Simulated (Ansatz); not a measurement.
Correlation energies of CH$_{3}$FGaO (`C[O][Ga][F]`) radical by basis set

```tsv
atom	x (Å)	y (Å)	z (Å)
C1	-0.6791	-0.2531	-0.4572
O2	0.5094	-0.9325	-0.0962
Ga3	1.7672	-0.1192	0.8833
F4	1.4252	1.5510	1.3608
H5	-1.5414	-0.8003	-0.0635
H6	-0.7232	0.7739	-0.0790
H7	-0.7581	-0.2197	-1.5483
```

Total charge 0; spin multiplicity 2. Correlated methods include outer-core shells of Ga, which these sets cover unevenly. Scalar relativity is left out up to krypton. All single points use the PBE0-D4/def2-TZVP geometry. It is one conformer, not always the lowest. Frozen core, unrestricted reference, Ansatz 0.2.0.

| basis | HF (Eh) | MP2 corr. | CCSD corr. | (T) | CCSD(T) total |
| --- | --- | --- | --- | --- | --- |
| def2-SVP | ? | -0.70616 | ? | -0.01872 | ? |
| def2-TZVPP | -2137.29308 | ? | -0.87036 | -0.03238 | ? |
| def2-QZVPP | ? | -1.16395 | – | – | – |

**Question.** Fill in the withheld values. (Estimate.)

**Answer.** The calculation gave: def2-SVP HF (Eh): -2136.77700; def2-SVP CCSD corr.: -0.71557; def2-SVP CCSD(T) total: -2137.51129; def2-TZVPP MP2 corr.: -0.86472; def2-TZVPP CCSD(T) total: -2138.19582; def2-QZVPP HF (Eh): -2137.34439.
